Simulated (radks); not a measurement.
Results of a calculation; reference values are marked as such.
Problem. Coherent X-ray form factor from a spherical all-electron density. Level of theory: scalar-relativistic Kohn-Sham, r2SCAN, spin-polarised, spherical densities, finite nucleus; meta-GGA in the generalised Kohn-Sham scheme; Fermi nuclear charge, rms radius of each element as measured or else 0.836 A^(1/3) + 0.57 fm (a radial shooting solver on a logarithmic mesh with Libxc functionals).

| sin(theta)/lambda (1/angstrom) | f0 (electrons) |
|---|---|
| 0.05 | 44.665 |
| 0.1 | 43.690 |
| 0.15 | 42.161 |
| 0.2 | 40.202 |
| 0.25 | 37.959 |
| 0.3 | 35.578 |
| 0.4 | 30.892 |
| 0.5 | 26.831 |
| 0.6 | 23.633 |
| 0.8 | 19.395 |
| 1 | 16.677 |
| 1.25 | 13.865 |
| 1.5 | 11.315 |
| 2 | 7.619 |

The species is in the configuration that NIST lists as its ground one. Which atom or ion scatters so?

Solution. The antimony ion Sb6+, [Kr] 4d9. Extrapolating in s^2 from the first two rows gives f0(0) = 45.0, near the electron count 45; among species with that count, the fall with angle is slower the higher Z, and the table is that of Z = 51; from so few rows the species is fixed only to a neighbour or two.
